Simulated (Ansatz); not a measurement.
The cluster Al3O3⁺, relaxed as a singlet with RKS r2SCAN-D4/def2-SVP in Ansatz, starting from the GFN1-xTB geometry. Force threshold 0.02 eV/Å.

The restricted singlet is unstable towards broken spin symmetry in Hartree–Fock (as tested in another run); at r2SCAN-D4/def2-SVP this wasn't settled. Another isomer (singlet) lies 3.23 eV lower at PBE0-D4/def2-TZVP; other spin states weren't run for this one.

Start:

```xyz
6

Al   -1.904    2.428   -0.463
Al    0.134   -0.172    0.026
Al    2.246   -2.874    0.567
O    -0.400    1.442    0.297
O    -1.206    0.621   -0.709
O     1.130   -1.447    0.281
```

```json
{"step": "1", "energy (eV)": "-25910.3138", "largest force component (eV/Å)": "2.188", "SCF passes": "51"}
{"step": "2", "energy (eV)": "-25910.4492", "largest force component (eV/Å)": "1.217", "SCF passes": "22"}
{"step": "3", "energy (eV)": "-25910.5314", "largest force component (eV/Å)": "0.128", "SCF passes": "22"}
{"step": "4", "energy (eV)": "-25910.5328", "largest force component (eV/Å)": "0.029", "SCF passes": "22"}
{"step": "5", "energy (eV)": "-25910.5328", "largest force component (eV/Å)": "0.007", "SCF passes": "23"}
```

Force components are those of the run's own axes.

End:

```xyz
6

Al   -1.9599    2.5028   -0.4838
Al    0.1613   -0.2046    0.0381
Al    2.2482   -2.8780    0.5626
O    -0.3836    1.4667    0.3253
O    -1.2287    0.6006   -0.7314
O     1.1627   -1.4875    0.2891
```

By distances, no bond broke or formed. The bond that changes most is Al1–O5, from 1.95 to 2.05 Å (atoms count from 1).

No frequencies were taken in this run, so the end may be a saddle point.

It took 7 s on 4 threads of Arm Neoverse V1 on a shared host.
